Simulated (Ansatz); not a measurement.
Si₁₂⁻, relaxed as a doublet with UKS PBE0-D4/def2-SVP in Ansatz, starting from the GFN2-xTB geometry. Force threshold 0.03 eV/Å.

The relaxation made no stability test and no search for a lower SCF solution. The structure comes from a short search, and lower isomers may exist.

Start:

```xyz
12

Si    1.044    2.324   -1.713
Si   -1.224    0.844    2.419
Si    2.279    2.227    2.340
Si   -1.497   -0.961   -2.397
Si    2.018    2.793    0.226
Si   -0.292    0.911   -2.734
Si    0.711   -2.296   -0.107
Si    2.104   -1.410    1.312
Si   -0.732   -3.033   -1.598
Si   -2.237   -0.327    0.890
Si    0.970    0.364    2.145
Si   -3.143   -1.435   -0.784
```

Question: Estimate the energy that the relaxation releases and the steps that it takes.

Answer: 175.0 kcal/mol, in 41 steps; 33 min on 4 threads of Intel Xeon on a shared host. The force fell under the threshold at step 29, but the optimiser went on and released 0.051 eV more. No frequencies were taken in this run, so the end may be a saddle point.

Question: Does the start keep its bonding?

Answer: Bonds formed: Si2–Si3, Si3–Si8, Si4–Si10, Si5–Si6, Si6–Si7, Si6–Si9, Si6–Si10, Si7–Si10 (atoms count from 1).

Question: Predict the relaxed structure.

Answer: 
Cartesian coordinates in Å:
```
Si 1.3498 2.1864 -2.2792
Si -1.0209 1.5450 2.1477
Si 1.6211 1.4805 2.1447
Si -2.3891 -0.4019 -1.9210
Si 1.2906 1.6132 -0.1491
Si -0.0225 0.3946 -1.8254
Si 0.4671 -1.3331 -0.1207
Si 2.1482 -1.0387 1.5338
Si -0.4253 -2.0104 -2.3199
Si -1.3824 0.1822 0.2385
Si 0.2028 -0.4045 2.7410
Si -1.8394 -2.2131 -0.1903
```
Bond lengths: 23 × Si–Si 2.21 to 2.65 Å.
